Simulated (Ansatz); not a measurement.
C3H7FMg, SMILES `C[CH](C)[Mg][F]`. Total charge 0; spin multiplicity 1. The structure was optimised at the PBE0-D4/def2-TZVP level. It is one conformer, not always the lowest.

```xyz
12

C    -1.221   -0.664    0.181
C    -0.095    0.368    0.187
C     1.214   -0.269    0.650
Mg    0.092    1.380   -1.648
F     0.245    2.225   -3.185
H    -2.195   -0.227   -0.060
H    -1.322   -1.149    1.163
H    -1.039   -1.467   -0.541
H    -0.361    1.147    0.915
H     2.025    0.458    0.753
H     1.561   -1.045   -0.042
H     1.096   -0.757    1.628
```

Q: What is the dipole moment at PBE/def2-TZVPP? (Estimate.)

A: The calculation gave: 2.22 D, with components (-0.22, -0.93, 2.00) D in this frame, pointing from negative to positive charge.

Q: And with r2SCAN, B3LYP, ωB97M-V? (Best estimate.)

A: Ansatz gave: r2SCAN 2.05 D, B3LYP 2.19 D, ωB97M-V 2.08 D.

Q: Give the Mulliken charges with PBE, B3LYP, r2SCAN in def2-TZVPP. (An estimate is asked.)

A: Ansatz gave: 
```json
{"atom": "C1", "PBE": "-0.24", "B3LYP": "-0.24", "r2SCAN": "-0.12"}
{"atom": "C2", "PBE": "-0.31", "B3LYP": "-0.32", "r2SCAN": "-0.34"}
{"atom": "C3", "PBE": "-0.24", "B3LYP": "-0.24", "r2SCAN": "-0.12"}
{"atom": "Mg4", "PBE": "0.75", "B3LYP": "0.81", "r2SCAN": "0.87"}
{"atom": "F5", "PBE": "-0.52", "B3LYP": "-0.56", "r2SCAN": "-0.57"}
{"atom": "H6", "PBE": "0.08", "B3LYP": "0.08", "r2SCAN": "0.04"}
{"atom": "H7", "PBE": "0.06", "B3LYP": "0.07", "r2SCAN": "0.03"}
{"atom": "H8", "PBE": "0.08", "B3LYP": "0.08", "r2SCAN": "0.04"}
{"atom": "H9", "PBE": "0.11", "B3LYP": "0.10", "r2SCAN": "0.07"}
{"atom": "H10", "PBE": "0.08", "B3LYP": "0.08", "r2SCAN": "0.04"}
{"atom": "H11", "PBE": "0.08", "B3LYP": "0.08", "r2SCAN": "0.04"}
{"atom": "H12", "PBE": "0.06", "B3LYP": "0.07", "r2SCAN": "0.03"}
```

B3LYP here is the variant with VWN-RPA as its local correlation; programs differ in this.
